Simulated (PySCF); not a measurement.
C4H9 (cation, charge +1), SMILES [C+](C)(C)C at its GFN2-xTB optimised geometry (Å):

```
13

C      1.4051    -0.1331     0.0000
C     -0.0428    -0.1331     0.0000
C     -0.7668     1.1208     0.0000
C     -0.7668    -1.3871     0.0003
H      1.8477    -1.1257    -0.0005
H      1.7768     0.4393     0.8574
H      1.7763     0.4398    -0.8573
H     -1.4556     1.1534     0.8515
H     -0.1286     2.0004     0.0069
H     -1.4414     1.1587    -0.8629
H     -0.4627    -1.9896     0.8638
H     -1.8477    -1.2742    -0.0067
H     -0.4505    -2.0004    -0.8508
```

Level of theory: PBE0/def2-TZVP in PySCF.

Map of the electron localisation function on the plane z = 1.2 Å:

```
|0000000000000000000000000000000|
|0000000000000000000000000000000|
|0000000000000000000000000000000|
|0000000000000000000000000000000|
|0000000000000000000000000000000|
|0000000000000000000000000000000|
|0000000000000012200000000000000|
|0000000012100023310000000000000|
|0000000367642123200000000000000|
|0000002799985222100001100000000|
|0000004999998421000047862000000|
|0000006999999521000499997100000|
|0000004999998521001899998400000|
|0000001699996321004999999500000|
|0000000135542211014999998400000|
|0000000000000010124799985100000|
|0000000000000010113467641000000|
|0000000000001111001233210000000|
|0000000121112331000112100000000|
|0000001332235664000012210000000|
|0000001221258998400013320000000|
|0000000111279999810001210000000|
|0000000000289999930000000000000|
|0000000000289999940000000000000|
|0000000000169999820000000000000|
|0000000000037898500000000000000|
|0000000000002442000000000000000|
|0000000000000000000000000000000|
|0000000000000000000000000000000|
|0000000000000000000000000000000|
|0000000000000000000000000000000|
```
Scale: ten equal steps from 0.000 (start of '0') to 0.998 (end of '9'), in the order '0123456789'; x runs from -4.50 to 4.50, y from -4.50 (bottom) to 4.50 (top).
